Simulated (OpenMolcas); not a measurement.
# Kr2+: from RASSCF to RASPT2

- Program: OpenMolcas 26.06
- Basis: ANO-RCC-VTZP [6s5p3d1f]
- Scalar Hamiltonian: DKH2, point nucleus
- Active space: 6 electrons in 9 orbitals (RAS2 4s 4p; RAS3 4d, at most 2 electrons)
- State averaging: 2S+1 = 3 even, 3 roots; 2S+1 = 1 even, 7 roots; 2S+1 = 3 odd, 3 roots; 2S+1 = 1 odd, 3 roots
- Spin-orbit coupling: RASSI with atomic mean-field integrals over the reference wave functions, term energies averaged over their components

Methods on the same reference wave functions:
A. RASSCF
B. SS-RASPT2, IPEA 0.25 Eh, imaginary shift 0.1 Eh (closed shells correlated: 3d)
C. MS-RASPT2, IPEA 0.25 Eh, imaginary shift 0.1 Eh (closed shells correlated: 3d)
D. XMS-RASPT2, IPEA 0.25 Eh, imaginary shift 0.1 Eh (closed shells correlated: 3d)

Energies in cm⁻¹ above 4s² 4p⁴ ³P₂, the measured ground level; measured values from Saloman, J. Phys. Chem. Ref. Data 36, 215 (2007).

```csv
Level,A,B,C,D,Measured
4s² 4p⁴ ³P₂,0.0,0.0,0.0,0.0,0.0
4s² 4p⁴ ³P₁,4007,4050,4050,4050,4548
4s² 4p⁴ ³P₀,4917,4930,4930,4940,5313
4s² 4p⁴ ¹D₂,16556,15060,15060,15050,14644
4s² 4p⁴ ¹S₀,34338,33560,33510,33860,33080
4s 4p⁵ ³P°₂,115205,115930,115930,116020,115931
4s 4p⁵ ³P°₁,118444,119150,119150,119230,119380
4s 4p⁵ ³P°₀,120299,121030,121030,121110,121543
```

Deviations, from unrounded energies. A percentage is the sum of absolute deviations over the sum of measured energies, with the sign that they share, or ± where signs differ.

```tsv
Against measurement	Levels	A	B	C	D
mean absolute deviation (cm-1)	7	1000	360	350	390
fine structure of the ground term (%)	2	-9.5	-8.9	-9.0	-8.8
other terms of the ground configuration (%)	2	+6.6	+1.9	+1.8	+2.5
other configurations (%)	3	-0.8	±0.2	±0.2	±0.2
```

B, C lie about equally close to measurement and A furthest from it. The largest miss of C in the table is 4s 4p⁵ ³P°₀, by -520 cm-1. The ranking rests on the paired levels alone, and a cruder setting can come out closer through cancelling errors.

Among B to D the level of the table that moves most is 4s² 4p⁴ ¹S₀, by 350 cm-1 (lowest in C, highest in D). Moves below CASPT2's spread within the term are not significant.

The mean deviations of B to D differ by less than CASPT2's widest spread within a term (45 cm-1), so their order carries little weight.

From A to B the spin-free energies of the other terms of 4s² 4p⁴ shown, above ³P, scale by factors of 0.89 to 0.97.

The lowest spin-free term lies below A's lowest term by 0.103 hartree in B, 0.103 hartree in C, 0.104 hartree in D.

Term energies are means over components that CASPT2 splits; among the terms shown or strongly mixed into the levels shown the widest spread is 45 cm-1 (4s² 4p⁴ ¹D, D). The run also gave levels led by 4s² 4p³ 4d, which use shells meant for correlation; these and all levels above them are left out. Some terms mix strongly with configurations of 4d, whose occupation reaches 0.24 (4s 4p⁵ ³P°). Measured partners are found by configuration, term and J. A level has none where our copy of the source lacks it or the pairing is in doubt (some pairs that miss far off the trend of their configuration count as doubtful), and it then counts in no deviation. Levels of configurations outside the active space are missing. Levels that lie high or do not pair safely by name in every column are left out.

° marks odd parity.
